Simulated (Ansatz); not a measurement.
`C=CSC(F)(F)F` and `OB(O)SC(F)(F)F` differ in one atom or group.

Ansatz, PBE0-D4/def2-TZVP geometries, multiplicity 1. Each molecule was computed in one conformer, which needn't be the lowest.

| property | `C=CSC(F)(F)F` |
| --- | --- |
| size of the dipole moment (ωB97M-V/def2-TZVPP) / D | 1.78 |
| size of the dipole moment (B3LYP/def2-TZVPP) / D | 1.72 |
| HOMO–LUMO gap (ωB97M-V/def2-TZVPP) / eV | 10.94 |
| HOMO–LUMO gap (B3LYP/def2-TZVPP) / eV | 6.26 |
| HOMO energy (PBE0/def2-TZVPP) / eV | -7.12 |
| LUMO energy (PBE0/def2-TZVPP) / eV | -0.42 |

Problem. What does the change do to each property? (Best estimate.)

Solution. Ansatz gave: 
| property | `OB(O)SC(F)(F)F` | shift |
| --- | --- | --- |
| size of the dipole moment (ωB97M-V/def2-TZVPP) / D | 1.72 | -0.06 |
| size of the dipole moment (B3LYP/def2-TZVPP) / D | 1.69 | -0.03 |
| HOMO–LUMO gap (ωB97M-V/def2-TZVPP) / eV | 12.43 | 1.49 |
| HOMO–LUMO gap (B3LYP/def2-TZVPP) / eV | 7.80 | 1.54 |
| HOMO energy (PBE0/def2-TZVPP) / eV | -8.19 | -1.07 |
| LUMO energy (PBE0/def2-TZVPP) / eV | 0.15 | 0.57 |

With PBE0 the HOMO falls by 1.07 eV and the LUMO rises by 0.57 eV, so the gap widens by about 1.64 eV. PBE moves the HOMO by -0.85 eV and ωB97M-V by -1.16 eV. Dipoles are sizes alone; their direction can turn.

B3LYP here is the variant with VWN-RPA as its local correlation; programs differ in this.
